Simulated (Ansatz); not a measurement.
`BC1(C)CO1`. Total charge 0; spin multiplicity 1.

Cartesian coordinates in Å:
```
B 0.002 -0.185 -1.586
C 0.225 0.060 -0.088
C -0.296 1.261 0.648
C 0.222 -1.253 0.632
O 1.403 -0.529 0.501
H -0.930 0.321 -2.142
H 0.716 -0.944 -2.169
H 0.260 2.156 0.361
H -0.194 1.133 1.728
H -1.348 1.430 0.408
H -0.243 -1.255 1.617
H 0.181 -2.196 0.090
```

**Question.** What are the harmonic wavenumbers in cm⁻¹ at PBE0-D4/def2-TZVP (Ansatz, finite differences of forces, unscaled)? (Estimate.)

**Answer.** The calculation gave: 171, 210, 311, 363, 381, 408, 727, 802, 843, 886, 957, 1006, 1058, 1097, 1140, 1159, 1195, 1322, 1361, 1409, 1472, 1490, 1510, 2588, 2678, 3052, 3090, 3125, 3135, 3178.

**Question.** Is this a minimum?

**Answer.** Yes, all 30 modes are real.

**Question.** Give the ideal-gas thermochemistry at 298.15 K and 1 bar (rigid rotor, harmonic oscillator; point group C1, symmetry number 1).

**Answer.** Zero-point energy 252.0 kJ/mol; H(298) − E = 269.9 kJ/mol; entropy 310.0 J/(mol·K), of which translation 161.8, rotation 105.1, vibration 43.1; G(298) − E = 177.5 kJ/mol.
